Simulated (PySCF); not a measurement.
**N²⁺: excitation energy**

N²⁺ [He] 2s2 2p1 (2P) → N²⁺ [He] 2s1 2p2 (4P), as a difference of total energies. All numbers are calculated (PySCF 2.14, no relativity, point nucleus, in dyall-av2z (11s7p2d, 42 functions)). Correlated levels: valence: 1s2 frozen; virtual orbitals above 40 to 60 times the deepest correlated orbital energy dropped. The calculations carry no spin-orbit coupling.

| method | excitation energy (cm⁻¹) |
| --- | --- |
| UHF | 41389 |
| SCS-MP2 (valence) | 53796 |
| CCSD(T) (valence) | 56255 |
| CCSDT (valence) | 56298 |

Q: Estimate what MP2 (valence) gives.

A: 50612 cm⁻¹, closest to SCS-MP2 (valence) among the rows shown.

Q: Estimate what CCSD (valence) gives.

A: 56096 cm⁻¹, closest to CCSD(T) (valence) among the rows shown.
